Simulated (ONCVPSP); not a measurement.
# Cr (Z = 24), ONCV: configuration errors across variants

ONCVPSP 4.0.1 input, shortened (lines: element, Z, core and valence counts, functional; n l f; lmax; l rc ep ncon nbas qcut; lloc lpopt rc5 dvloc0; l nproj debl; icmod fcfact rcfact), Wu-Cohen, scalar-relativistic:

```
  Cr 24.00    3    4  -118130      upf
    1    0    2.00
    2    0    2.00
    2    1    6.00
    3    0    2.00
    3    1    6.00
    3    2    5.00
    4    0    1.00
    2
    0    1.45    0.00    4    8    9.90
    1    1.45    0.00    4    9    9.60
    2    2.10    0.00    5    9    8.40
    4    4    1.40    0.00
    0    2    1.70
    1    2    1.40
    2    2    1.10
    3    3.25    1.75
```

In the p channel the program set the typed energies aside and used -1.667, 0.250 Ha.

All-electron excitation energies from the reference (eV): (1) 3s2 3p6 3d5 4s0 6.842; (2) 3s2 3p6 3d4 4s0 22.859; (3) 3s1 3p6 3d5 4s1 80.071.

1 further variants failed, have other tests or too few solved ones, and are left out.

Errors AE − PS in meV (a dash: test not solved or not reliable):

| change | (1) | (2) | (3) | bound ghosts | GHOST(+) flags above zero |
| --- | --- | --- | --- | --- | --- |
| base | +7.5 | +12 | -356 | none | none |
| s: qcut 7.5 | +7.3 | +12 | -446 | none | none |
| s: rc 1.72 | +7.2 | +12 | -457 | none | none |
| local potential polynomial inside 1.10 bohr (lpopt 4, dvloc0 4 Ha) | +7.5 | +12 | -356 | none | none |
| core correction Teter function, fcfact 3.25, rcfact 2.06 | +7.2 | +12 | -359 | none | none |

Task: Give the same row for: core correction Teter function, fcfact 5.8, rcfact 1.75.

Result: +7.4, +12, -362; bound ghosts: none; GHOST(+) flags above zero: none.
